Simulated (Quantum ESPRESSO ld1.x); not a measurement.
Task: The aim is the samarium ion Sm2+ in [Xe] 4f6. This ld1.x (Quantum ESPRESSO 7.5) run was made with `OMP_NUM_THREADS=1 ld1.x < ld1.in > ld1.out`. Can the result be used? Name any fault.

```
 &input
    zed=62.0,
    iswitch=1,
    rel=2,
    dft='PZ',
    config='[Xe] 4f6',
    lsmall=.true.,
    tr2=1e-25,
    prefix='ld1',
    max_out_wfc=37,
    file_charge='ld1.rho',
 /
```

Output (excerpt):

```
     Program LD1 v.7.5 starts

     Message from routine scf:
     warning: convergence not achieved
     --------------------------- All-electron run ----------------------------

     dirac relativistic calculation

     atomic number is 62.00
     dft =PZ   lsd =0 sic =0 latt =0  beta=0.20 tr2=1.0E-25
     Exchange-correlation= PZ
                           (   1   1   0   0   0   0   0)
     mesh =2093 r(mesh) = 100.37023 a.u. xmin = -8.00 dx = 0.00800
     1 Ry =  13.60569312 eV, c = 137.03599908

     n l j   nl                  e(Ry)          e(Ha)          e(eV)
     Spin orbit split results
     1 0 0.5 1S 1( 2.00)     -3425.1602     -1712.5801    -46601.6781
     2 0 0.5 2S 1( 2.00)      -560.3088      -280.1544     -7623.3893
     2 1 0.5 2P 1( 2.00)      -531.3390      -265.6695     -7229.2356
     2 1 1.5 2P 1( 4.00)      -487.0818      -243.5409     -6627.0860
     3 0 0.5 3S 1( 2.00)      -123.4506       -61.7253     -1679.6314
     3 1 0.5 3P 1( 2.00)      -110.9610       -55.4805     -1509.7013
     3 1 1.5 3P 1( 4.00)      -102.0039       -51.0019     -1387.8333
     4 0 0.5 4S 1( 2.00)       -25.2601       -12.6301      -343.6813
     4 1 0.5 4P 1( 2.00)       -20.4743       -10.2371      -278.5667
     4 1 1.5 4P 1( 4.00)       -18.4977        -9.2489      -251.6743
     3 2 1.5 3D 1( 4.00)       -80.2712       -40.1356     -1092.1449
     3 2 2.5 3D 1( 6.00)       -78.3237       -39.1619     -1065.6483
     5 0 0.5 5S 1( 2.00)        -4.1684        -2.0842       -56.7144
     5 1 0.5 5P 1( 2.00)        -2.8798        -1.4399       -39.1820
     5 1 1.5 5P 1( 4.00)        -2.6144        -1.3072       -35.5712
     4 2 1.5 4D 1( 4.00)       -10.6112        -5.3056      -144.3731
     4 2 2.5 4D 1( 6.00)       -10.2585        -5.1293      -139.5741
     4 3 2.5 4F 1( 6.00)        -1.1828        -0.5914       -16.0922
     4 3 3.5 4F 1( 0.00)        -1.1428        -0.5714       -15.5483
     Averaged results
     1 0     1S 1( 2.00)     -3425.1602     -1712.5801    -46601.6781
     2 0     2S 1( 2.00)      -560.3088      -280.1544     -7623.3893
     2 1     2P 1( 6.00)      -501.8342      -250.9171     -6827.8026
     3 0     3S 1( 2.00)      -123.4506       -61.7253     -1679.6314
     3 1     3P 1( 6.00)      -104.9896       -52.4948     -1428.4559
     4 0     4S 1( 2.00)       -25.2601       -12.6301      -343.6813
     4 1     4P 1( 6.00)       -19.1566        -9.5783      -260.6385
     3 2     3D 1(10.00)       -79.1027       -39.5513     -1076.2470
     5 0     5S 1( 2.00)        -4.1684        -2.0842       -56.7144
     5 1     5P 1( 6.00)        -2.7029        -1.3514       -36.7748
     4 2     4D 1(10.00)       -10.3996        -5.1998      -141.4937
     4 3     4F 1( 6.00)        -1.1599        -0.5800       -15.7814

     final scf error:  7.7E-19 reached in 201 iterations

     Etot =  -20853.418335 Ry,  -10426.709168 Ha, -283725.210437 eV

     Ekin =   22608.590166 Ry,   11304.295083 Ha,  307605.539740 eV
     Encl =  -51056.504745 Ry,  -25528.252372 Ha, -694659.135492 eV
     Eh   =    8052.101642 Ry,    4026.050821 Ha,  109554.423935 eV
     Exc  =    -457.605398 Ry,    -228.802699 Ha,   -6226.038620 eV
```

Result: Yes, it can be used (usable despite the warning). The line at issue: tr2=1e-25. The threshold lies below the rounding noise, so the cycle runs to its limit and warns, but the energy differs from the sound run by less than 1e-5 hartree. The sound input gives -10426.71 hartree.
